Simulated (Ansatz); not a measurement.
**Exact exchange and the electronic atomisation energy of AgH**

AgH has 2 atoms, charge 0, and is taken as a singlet. As SMILES, `[AgH]`. Geometry: the measured bond length.

The electronic atomisation energy y, in eV, basis def2-TZVPP with a core potential; a is the functional's share of exact exchange. Programs: Ansatz 0.2.0.

```
functional  program     a  y (eV)
    revPBE   Ansatz     0    2.35
      BLYP   Ansatz     0    2.47
     B3LYP   Ansatz   0.2    2.39
   r2SCAN0   Ansatz  0.25       ?
      PBE0   Ansatz  0.25    2.28
     BHLYP   Ansatz   0.5    2.19
```

**Question.** Fit y = c + s·a to the known rows and predict r2SCAN0.

**Answer.** 
1. Means of the 5 rows: a = 0.1900, y = 2.336.
2. Σ(Δa)² = 0.172, Σ(Δa·Δy) = -0.0762, so the slope is -0.0762/0.172 = -0.44302.
3. Intercept: 2.336 − (-0.44302) × 0.1900 = 2.420. The largest residual of the fit is 0.070.
4. r2SCAN0: 2.420 + (-0.44302) × 0.25 = 2.31 eV.

The run gave 2.33 eV, so the prediction is off by -0.02 eV, within the scatter of the fit. The rows mix families of semi-local functionals, which the line can't see. Spin-orbit coupling is left out.
